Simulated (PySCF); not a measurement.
H3O3Sn, charge +1, singlet, at a GFN2-xTB geometry (such geometries of metal compounds can be far from the true shape) (all electrons, no relativity).

PySCF was given this input:
```python
from pyscf import gto, scf, dft

mol = gto.Mole()
mol.atom = '''
    Sn    0.019422   -0.007141   -0.004427
    O     1.669592   -0.376531   -0.741890
    H     1.965869    0.020640   -1.580091
    O    -0.415834   -0.820580    1.577137
    H    -1.290427   -0.624364    1.967327
    O    -1.304591    1.114475   -0.669367
    H    -1.239878    1.621844   -1.492950
'''
mol.basis = '3-21g'
mol.charge = 1
mol.spin = 0
mol.verbose = 4
mol.build()

mf = dft.RKS(mol)
mf.xc = 'b3lyp'
mf.kernel()
```

Problem. What does this run give for the total energy, nuclear repulsion energy, number of basis functions, HOMO energy, Mulliken (on the basis functions themselves) charges in atom order, HOMO-LUMO gap?

Solution. 
```json
{
  "total_energy": "-6224.7828 Eh",
  "nuclear_repulsion_energy": "428.2008 Eh",
  "number_of_basis_functions": "64",
  "HOMO energy": "-14.16 eV",
  "Mulliken (on the basis functions themselves) charges in atom order": "Sn1 1.63, O2 -0.65, H3 0.44, O4 -0.64, H5 0.44, O6 -0.66, H7 0.44",
  "HOMO-LUMO gap": "5.81 eV"
}
```
